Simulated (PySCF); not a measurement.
**Working out the ionisation energy of Au**

Au [Xe] 4f14 5d10 6s1 (2S) → Au⁺ [Xe] 4f14 5d10 (1S). Computed with PySCF 2.14 in aug-cc-pVDZ-PP with ECP60MDF (5s5p4d2f, 54 functions), with scalar relativity through the core potential. Frozen: 5s2 5p6. Energies in hartree (1 hartree = 27.21139 eV):

| part | Au (lower) | Au⁺ (upper) |
| --- | --- | --- |
| UHF | -134.780705 | -134.498460 |
| MP2 opposite-spin | -0.209816 | -0.177276 |
| MP2 same-spin | -0.113659 | -0.094233 |

Problem. What does Hartree-Fock give?

Solution. (-134.498460) − (-134.780705) = 0.282245 hartree = 7.680 eV.

Problem. What do MP2 and SCS-MP2 (6/5 opposite-spin, 1/3 same-spin) give?

Solution. The opposite-spin parts differ by 0.885 eV and the same-spin parts by 0.529 eV. MP2: 7.680 + (0.885) + (0.529) = 9.094 eV. SCS-MP2: 7.680 + 1.2 × (0.885) + (0.529)/3 = 8.918 eV.

Measured between the centres of the two terms (NIST): 9.226 eV, so MP2 (valence) is off by -0.132 eV.

A double-zeta basis recovers only part of the correlation energy.

What remains against the reference includes basis incompleteness, the frozen core and correlation beyond second order.
